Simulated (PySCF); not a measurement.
**Electron correlation in Ga⁺ (gallium, charge +1)**

[Ar] 3d10 4s1 4d1, high-spin 3D determinant (an excited configuration). Calculation: PySCF 2.14, in aug-cc-pwCVTZ-PP with ECP10MDF (8s7p6d4f1g, 96 functions); scalar relativity through the core potential. Frozen: 3s2 3p6 3d10; 2 electrons correlated.

With two correlated electrons CCSD is exact within the correlated space (frozen core and kept virtual orbitals).

```json
{"level": "CCSD", "correlation energy (mhartree)": "-6.67"}
```

Diagnostics: T1 = 0.011, D1 = 0.0228, largest double amplitude 0.045.

The outer electron is Rydberg-like, and this basis confines it to a smaller radius and binds it less than a complete one would.

Cost of the coupled-cluster step: roughly 17 core-seconds, for 2 correlated electrons.

Iterations:

```
CC2 = 0
CCSD nocc = (np.int64(2), np.int64(0)), nmo = (87, 87)
frozen orbitals [[0, 1, 2, 3, 4, 5, 6, 7, 8], [0, 1, 2, 3, 4, 5, 6, 7, 8]]
max_cycle = 100
direct = 0
conv_tol = 1e-08
conv_tol_normt = 1e-06
diis_space = 8
diis_start_cycle = 0
Init t2, MP2 energy = -0.00384632939649263
Init E_corr(UCCSD) = -0.00384632941511281
cycle = 1  E_corr(UCCSD) = -0.00536508933731731  dE = -0.00151875992  norm(t1,t2) = 0.0280533
cycle = 2  E_corr(UCCSD) = -0.00603717234305244  dE = -0.000672083006  norm(t1,t2) = 0.01431
cycle = 3  E_corr(UCCSD) = -0.00668340883837238  dE = -0.000646236495  norm(t1,t2) = 0.00755588
cycle = 4  E_corr(UCCSD) = -0.00666282008999817  dE = 2.05887484e-05  norm(t1,t2) = 0.000880017
cycle = 5  E_corr(UCCSD) = -0.00666625903416986  dE = -3.43894417e-06  norm(t1,t2) = 0.00017769
cycle = 6  E_corr(UCCSD) = -0.00666483235679289  dE = 1.42667738e-06  norm(t1,t2) = 3.90568e-05
cycle = 7  E_corr(UCCSD) = -0.00666550739685365  dE = -6.75040061e-07  norm(t1,t2) = 9.33357e-06
cycle = 8  E_corr(UCCSD) = -0.00666533329856162  dE = 1.74098292e-07  norm(t1,t2) = 2.79524e-06
cycle = 9  E_corr(UCCSD) = -0.00666534754666523  dE = -1.42481036e-08  norm(t1,t2) = 2.66223e-07
cycle = 10  E_corr(UCCSD) = -0.00666534700318515  dE = 5.4348008e-10  norm(t1,t2) = 2.8938e-08
UCCSD converged
E(UCCSD) = -257.6422926991206  E_corr = -0.006665347003185149
```
